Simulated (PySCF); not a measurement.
Ne²⁺: excitation energy

Ne²⁺ [He] 2s2 2p4 (3P) → Ne²⁺ [He] 2s1 2p5, s spin flipped, as a difference of total energies. Computed with PySCF 2.14 in aug-cc-pCVTZ-DK (7s6p4d2f, 59 functions), with scalar relativity by spin-free X2C-1e. Correlated levels: valence: 1s2 frozen; valence and next inner shell: nothing frozen. The calculations carry no spin-orbit coupling.

```
                                method  excitation energy (cm⁻¹)
                                   UHF                    265230
                                   LDA                    204300
                                   PBE                    209620
                                  PBE0                    223180
                                r2SCAN                    227520
                               r2SCANh                    230720
                             BHandHLYP                    234810
                                   M06                    222850
                                  PW91                    209110
                         MP2 (valence)                    246810
                     SCS-MP2 (valence)                    244060
    MP2 (valence and next inner shell)                    245940
SCS-MP2 (valence and next inner shell)                    243570
```

The upper determinant mixes two multiplicities, so it lies between the two terms.
